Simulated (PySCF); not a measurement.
Molecule: `InChI=1S/C7H5N/c1-8-7-5-3-2-4-6-7/h2-6H`.

Atom-mapped SMILES (the numbers label the heavy atoms): `[C-:1]#[N+:2][c:3]1[cH:4][cH:5][cH:6][cH:7][cH:8]1`. Each H is labelled by its parent atom.

Geometry PBE0-D3(BJ)/def2-SVP throughout; GIAO in PySCF 2.14, gas phase, one conformer, non-relativistic; equivalent atoms averaged; functional PBE0.

(1) How do the shifts δ (against TMS, NH3 at the same level) depend on the basis set? (ppm; last column core-seconds on shared hosts with different chips, so compare them loosely)

(2) Which nucleus moves most, in ppm?

(3) Taking the largest basis, IGLO-III (330 functions), as the yardstick, rank the others by their worst heavy-atom deviation.

Answers

(1) 
```tsv
basis set	functions	C1	C5/C7	C6	C4/C8	C3	N2	H(C4)/H(C8)	H(C5)/H(C7)	H(C6)	core-s
STO-3G	45	175.4	111.7	111.2	110.7	108.1	109.5	7.50	7.40	7.32	6
pcSseg-0	82	197.9	139.7	138.9	139.6	136.4	209.6	7.63	7.47	7.38	6.6
6-31G	82	174.8	125.7	124.5	125.0	124.1	180.2	7.58	7.50	7.45	12
6-31G*	122	173.9	123.4	122.1	122.3	121.2	173.0	7.26	7.33	7.27	19
cc-pVDZ	137	181.8	129.2	127.8	127.6	127.7	191.7	7.39	7.39	7.33	12
def2-SVP	137	181.3	127.5	126.3	126.5	125.0	188.7	7.37	7.30	7.23	11
pcSseg-1	161	193.6	134.8	133.8	134.0	132.2	205.5	7.56	7.54	7.46	17
aug-cc-pVDZ	229	180.6	128.3	127.1	126.6	127.0	188.8	7.64	7.62	7.60	26
6-311+G(2d,p)	246	186.5	132.8	131.9	132.0	131.1	199.9	7.65	7.60	7.55	51
def2-TZVP	278	189.1	134.5	133.4	133.4	132.8	203.8	7.61	7.60	7.53	36
cc-pVTZ	310	188.0	133.7	132.6	132.4	131.9	202.7	7.59	7.58	7.52	42
IGLO-III	330	192.1	137.6	136.6	136.8	135.5	204.1	7.62	7.59	7.54	44
```

(2) N2 (isocyanide nitrogen): from 109.5 ppm with STO-3G to 209.6 ppm with pcSseg-0. The smallest spread is 0.32 ppm, at H(C5)/H(C7). Proton shifts span only some 12 ppm, so a few tenths of a ppm matter as much there as several ppm in carbon.

(3) def2-TZVP 3.3 ppm (278 functions), pcSseg-1 3.3 ppm (161 functions), cc-pVTZ 4.4 ppm (310 functions), 6-311+G(2d,p) 5.6 ppm (246 functions), pcSseg-0 5.8 ppm (82 functions), cc-pVDZ 12.4 ppm (137 functions), aug-cc-pVDZ 15.3 ppm (229 functions), def2-SVP 15.4 ppm (137 functions), 6-31G 23.9 ppm (82 functions), 6-31G* 31.1 ppm (122 functions), STO-3G 94.6 ppm (45 functions).

A small basis that lands close on one nucleus may do so by chance; judge by the trend and by all nuclei.
